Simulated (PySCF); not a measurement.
**Correlation energy of Ar²⁺ (argon, charge +2)**

[Ne] 3s2 3p4, high-spin 3P determinant. Calculation: PySCF 2.14, in aug-cc-pwCVTZ; no relativity, point nucleus. Frozen: [Ne]; 6 electrons correlated.

| level | correlation energy (mhartree) |
| --- | --- |
| CCSD | -161.73 |
| (T) | -4.52 |
| CCSD(T) | -166.25 |

Diagnostics: T1 = 0.0082, D1 = 0.0263, largest double amplitude 0.046.

Q: Is a single reference adequate?

A: Yes: T1 lies below 0.03 and no double amplitude reaches 0.07.
